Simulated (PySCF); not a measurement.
## Ionisation energy of Ge by level of theory

Ge [Ar] 3d10 4s2 4p2 (3P) → Ge⁺ [Ar] 3d10 4s2 4p1 (2P), as a difference of total energies. All numbers are calculated (PySCF 2.14, scalar relativity by spin-free X2C-1e, in x2c-SVPall (5s4p3d, 32 functions)). Correlated levels: valence: [Ar] 3d10 frozen. The calculations carry no spin-orbit coupling.

```tsv
method	ionisation energy (eV)
UHF	7.413
r2SCAN	8.059
LDA	7.996
MP2 (valence)	7.652
SCS-MP2 (valence)	7.588
CCSD (valence)	7.671
CCSD(T) (valence)	7.680
```

Errors of the correlated levels include the incompleteness of this basis and the frozen core.

Q: Which method comes closest to the reference value, and which is furthest?

A: The reference is 7.925 eV (measured; NIST levels, between the centres of gravity of the two terms). Closest: LDA (error 0.071 eV); furthest: UHF (error -0.512 eV).
